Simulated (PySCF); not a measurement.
Computed shifts of a molecule C₂H₆Cl₂Si, PBE/pcSseg-1 (PySCF), GIAO, gas phase, atoms alike by connectivity averaged where their shifts nearly agree, in ppm (number of nuclei): ¹³C: 11.1 (2). ²⁹Si: 58.5 (1). ¹H: 0.95 (6). References: ¹³C against TMS (σ = 182.0 ppm); ²⁹Si against TMS (σ = 335.4 ppm); ³⁵Cl against HCl (σ = 936.5 ppm); ¹H against TMS (σ = 31.49 ppm), references at their B3LYP-D3(BJ)/def2-TZVP geometries, non-relativistic (without spin–orbit terms, shifts of atoms bonded to Cl or Br come out too high). The structure is a stationary point at TPSSh-D3(BJ)/def2-SVP. The values are those of a single conformer.

**Question.** Which molecule gave these data?
A. CC[SiH](Cl)Cl
B. C[Si](C)(Cl)Cl
C. [SiH3]CC(Cl)Cl
D. ClCC[SiH2]Cl

**Answer.** B, C[Si](C)(Cl)Cl
